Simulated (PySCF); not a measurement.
## Induced dipoles and field energies

Species: C₆H₁₀N₂Si.
Structure used (PBE0-D3(BJ)/def2-SVP), in Å, numbered top down from 1:
```
atom  x, y, z in Å
Si1   -2.099   -1.534    0.127
C2    -1.310    0.134   -0.150
C3    -1.902    1.319   -0.581
C4    -0.851    2.251   -0.639
N5     0.299    1.697   -0.273
N6     0.010    0.437    0.018
C7     1.050   -0.472    0.399
C8     2.300   -0.550   -0.424
C9     2.332    0.063    0.946
H10   -1.498   -2.574   -0.764
H11   -1.925   -1.992    1.540
H12   -3.552   -1.393   -0.175
H13   -2.953    1.475   -0.812
H14   -0.881    3.301   -0.926
H15    0.643   -1.391    0.828
H16    2.351    0.137   -1.273
H17    2.752   -1.532   -0.585
H18    2.404    1.151    0.998
H19    2.804   -0.486    1.764
```

Level: PBE0/def2-SVPD (PySCF); nuclei fixed, core orbitals frozen in the response. Permanent dipole (-0.024, -1.392, 0.266) D (1 au = 2.5417 D). Static polarisability (au):

```
x   126.09   1.30   5.92
y     1.30 117.75  -8.15
z     5.92  -8.15  84.34
```

Only the terms in μ and α are kept: μ(F) = μ + αF and ΔE = −μ·F − ½ F·αF.

Question: What do fields of 0.257 V/Å (0.005 au) along the six axis directions do?

Answer: 
```csv
field along,induced x (D),induced y (D),induced z (D),total size (D),−μ·F (kJ/mol),−½F·αF (kJ/mol)
+x,1.602,0.017,0.075,2.121,+0.124,-4.138
−x,-1.602,-0.017,-0.075,2.160,-0.124,-4.138
+y,0.017,1.496,-0.104,0.193,+7.189,-3.864
−y,-0.017,-1.496,0.104,2.912,-7.189,-3.864
+z,0.075,-0.104,1.072,2.007,-1.374,-2.768
−z,-0.075,0.104,-1.072,1.523,+1.374,-2.768
```

Question: For the field (-0.0030, 0.0000, -0.0020) au, what is the induced dipole, and what angle does it make with the field?

Answer: αF = (-0.992, 0.032, -0.474) D, at 8.3° to the field. The polarisability along this direction, F·αF/F², is 118.71 au, against a mean of 109.39 au.

Question: At what field along the permanent dipole would the induced dipole along it equal the permanent one, in this linear picture?

Answer: The polarisability along the dipole is 119.59 au, so F = 0.5576 au / 119.59 au = 0.0047 au = 0.24 V/Å; higher-order terms are ignored.

Question: What field makes μF equal to kT at 400 K?

Answer: kT = 1.2667 × 10⁻³ Eh, so F = 0.00227 au = 11.7 MV/cm.

Question: A unit point charge sits 9 Å away. Estimate the induction energy −αe²/2R⁴ with the mean polarisability, treating the molecule as a point.

Answer: R = 17.01 bohr, so the energy is −109.4/(2 × 17.01⁴) Eh = -1.72 kJ/mol. The charge–dipole term at its most favourable orientation, −μe/R², is -5.06 kJ/mol.

One conformer (not necessarily the lowest) at the PBE0-D3(BJ)/def2-SVP geometry, without solvent, vibrations or thermal averaging.
